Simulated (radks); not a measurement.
Q: Radial electron density D(r) = 4 pi r^2 rho(r) of an atom or ion with 34 electrons. Calculated with a radial shooting solver on a logarithmic mesh with Libxc functionals: non-relativistic Kohn-Sham, PBE, spin-polarised, spherical densities, point nucleus.

r (bohr),D(r) (e/bohr),spin D(r)
0.006273,9.435,-0.0000853
0.008234,14.17,-0.0000638
0.01072,20.21,0.0000784
0.01407,27.59,0.000576
0.01832,34.90,0.00190
0.02405,40.75,0.00523
0.03132,42.83,0.0123
0.04111,40.57,0.0263
0.05353,36.52,0.0486
0.07026,35.78,0.0779
0.09149,41.66,0.0982
0.1201,49.78,0.0855
0.1564,49.48,0.0321
0.2053,38.18,-0.0101
0.2673,28.71,0.0529
0.3508,30.85,0.202
0.4568,34.95,0.224
0.5996,28.03,0.0490
0.7807,15.18,0.0240
1.025,6.885,0.466
1.334,4.795,1.08
1.752,3.894,1.26
2.281,2.253,0.829
2.994,0.7754,0.302
3.898,0.1610,0.0626
5.117,0.01625,0.00587
6.662,0.0007438,0.000219

What is the nuclear charge?

A: Z = 35. The innermost maximum, from 1s, lies near 1/Z = 0.0286 bohr (found: 0.0311), and its height grows with Z. The density is that of the bromine ion Br+ in [Ar] 3d10 4s2 4p(up 3, down 1); the configuration itself is not fixed sharply by these data, and Z only to about a unit. D(r) has 3 maxima, at r = 0.0311, 0.136, 0.453 bohr, and minima at 0.0638, 0.290 bohr, inside which lie 2.08, 11.08 electrons.
